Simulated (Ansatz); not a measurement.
## Interaction energy ladder

The pair of HCl (SMILES Cl, atoms 1–2) and CH₃I (SMILES CI, atoms 3–7), both closed shells, in one local arrangement (a lower one may exist), relaxed at PBE0-D4/def2-TZVP:

Cl1  (0.456, 0.809, -2.723)
H2  (-0.051, -0.196, -2.084)
C3  (0.004, 0.060, 1.075)
I4  (-0.783, -1.624, 0.033)
H5  (0.780, -0.303, 1.742)
H6  (0.407, 0.741, 0.330)
H7  (-0.814, 0.513, 1.626)
(Å)

Ansatz 0.2.0; basis: def2-TZVPPD, with def2-QZVPPD for the basis limit; cores frozen in the correlated methods. Filled d shells of the heavier atoms are correlated. Core potentials replace the inner electrons of the atoms past krypton. The def2 sets are not built for correlating such inner shells, so the correlated values are less sure here. B3LYP uses VWN-RPA correlation. Extrapolation: Hartree–Fock as exp(−7.88 √X), correlation as X^−2.97. Interaction energies count from these two fragments, frozen as in the pair, with the counterpoise correction; negative means bound.

Q: What is the interaction energy by CCSD(T) at an estimated basis limit (MP2 extrapolated from triple and quadruple zeta, plus CCSD(T) − MP2 in triple zeta)? (An estimate is asked for; the value comes from the calculation.)

A: The calculation gives: -3.27 kcal/mol. Hartree–Fock alone gives 0.30 kcal/mol at the basis limit, so without correlation the pair would not bind at this distance. It counts from the two fragments frozen as in the pair.

The same quantity by other methods in triple zeta, and each one's difference from that estimate:
```tsv
method	E_int (kcal/mol)	difference
PBE-D4	-4.46	-1.19
revPBE-D4	-3.93	-0.66
BLYP-D4	-3.82	-0.56
r2SCAN-D4	-3.75	-0.49
B97M-V	-3.51	-0.24
PBE0-D4	-3.97	-0.70
B3LYP-D4	-3.67	-0.41
HSE06-D4	-3.98	-0.72
wB97X-V	-3.13	0.14
wB97M-V	-3.14	0.12
B2PLYP	-2.27	1.00
HF	0.32	3.58
MP2	-3.21	0.05
CCSD	-1.99	1.27
CCSD(T)	-2.51	0.76
```
Differences are method less estimate.

Basis-set superposition shift (counterpoise-corrected less uncorrected): CCSD(T) 0.98; MP2 0.96; HF 0.05; PBE0-D4 0.07; wB97M-V 0.06 kcal/mol.

The T1 diagnostic stays at or below 0.008.

For scale, one of the runs: CCSD(T)/def2-TZVPPD, 215 basis functions, launched by `ansatz run in.yaml --threads 4 --pin off --events-out ev --progress --plain --max-ram 9574MiB`. Time: 110 s of wall clock on 4 CPU threads of an AMD EPYC 7R43; the host was shared. Peak host memory: 3.4 GiB.
